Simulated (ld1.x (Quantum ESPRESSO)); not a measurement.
# Configuration tests for sulfur (RRKJ)

sulfur (S), norm-conserving RRKJ (Kleinman–Bylander form), made with ld1.x (Quantum ESPRESSO) 7.5 (PBE, non-relativistic). Core [Ne], reference 3s2 3p4. Waves: 3p (bound): rc 1.06 bohr; 3s (bound): rc 0.80 bohr. Local part: the s channel. Core correction: none. rho0 = 0.005.

Energies are relative to the spin-unpolarised reference configuration 3s2 3p4; without spin polarisation the order of configurations can differ from experiment.

```json
{"valence configuration": "3s2 3p2", "charge": "+2", "ΔE all-electron (eV)": "34.078", "error AE − PS (meV)": "+152"}
{"valence configuration": "3s2 3p1", "charge": "+3", "ΔE all-electron (eV)": "68.128", "error AE − PS (meV)": "+487"}
{"valence configuration": "3s1 3p4", "charge": "+1", "ΔE all-electron (eV)": "22.524", "error AE − PS (meV)": "+96"}
{"valence configuration": "3s2 3p0", "charge": "+4", "ΔE all-electron (eV)": "114.928", "error AE − PS (meV)": "+1140"}
{"valence configuration": "3s2 3p4.3", "charge": "-0.3", "ΔE all-electron (eV)": "-1.713", "error AE − PS (meV)": "+0.9"}
{"valence configuration": "3s2 3p3.5", "charge": "+0.5", "ΔE all-electron (eV)": "4.667", "error AE − PS (meV)": "+4.6"}
```

Task: What are ΔE and the potential's error for 3s2 3p3?

Result: ΔE = 11.782 eV all-electron; the error (AE − PS) is +24 meV.

Note: ghost state, extra bound levels that the all-electron valence spectrum of the same l lacks: s at -8.7 eV. A true bound ghost makes a file unfit for plane-wave use.
